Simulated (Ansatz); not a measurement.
H3O2 (SMILES O[OH2+]) moved off its minimum; all values from Ansatz (a program for electronic structure), cores frozen in correlated methods.
(charge 1, multiplicity 1)
```xyz
5

O      0.67840    -0.29085     0.33248
O     -0.46887     0.20924    -0.26646
H      1.30693    -0.23231    -0.38007
H     -0.90258     0.92716     0.27014
H     -1.11986    -0.52334    -0.29974
```

```csv
level,largest force (eV/Å),on atom,rms difference from CCSD(T)/aug-cc-pVTZ (eV/Å),dipole (D)
HF/def2-TZVPP,2.32,O2,0.852,-
PBE/def2-TZVPP,2.53,O1,0.246,-
r2SCAN/def2-TZVPP,2.47,O2,0.059,-
B3LYP/def2-TZVPP,2.41,O2,0.107,-
wB97M-V/def2-TZVPP,2.19,O2,0.192,-
MP2/aug-cc-pVTZ,2.19,O2,0.172,-
CCSD(T)/aug-cc-pVTZ,2.64,O2,0.000,-
```

The differences count from one level among others, with limits of its own. Forces at CCSD(T)/aug-cc-pVTZ (eV/Å):

```
atom      Fx      Fy      Fz
----  ------  ------  ------
O1     0.504  -0.593   2.153
O2    -2.237   0.872  -1.097
H3     0.876   0.188  -1.046
H4     0.829  -0.104   0.129
H5     0.028  -0.363  -0.139
```
